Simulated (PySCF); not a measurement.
H4OSiZn. Atoms are numbered in the order given.

```xyz
7

Zn    -0.0325     1.2387     0.0000
H     -0.3532     2.7165     0.0000
O      0.4245    -0.4737     0.0000
Si    -0.0920    -2.0310     0.0000
H     -0.9270    -2.3446    -1.2052
H      1.0746    -2.9637     0.0000
H     -0.9270    -2.3446     1.2052
```
Charge 0, spin multiplicity 1.

Geometry optimised at B3LYP-D3(BJ)/def2-SVP.

All values below come from M06-2X/def2-TZVPD (PySCF).

| Quantity | Value |
|---|---|
| total energy | -2146.52482 hartree |
| point group | Cs |
| highest occupied level | -9.60 eV |
| lowest empty level | -0.36 eV |
| orbital gap | 9.24 eV |
| dipole moment | 1.61 D |
| quadrupole, principal values (traceless, Buckingham form, about the centre of nuclear charge) | -5.07, 2.26, 2.82 D·Å |
| mean static polarisability | 54.1 bohr³ (8.01 Å³) |
| polarisability, principal values | 48.0, 48.0, 66.2 bohr³ |
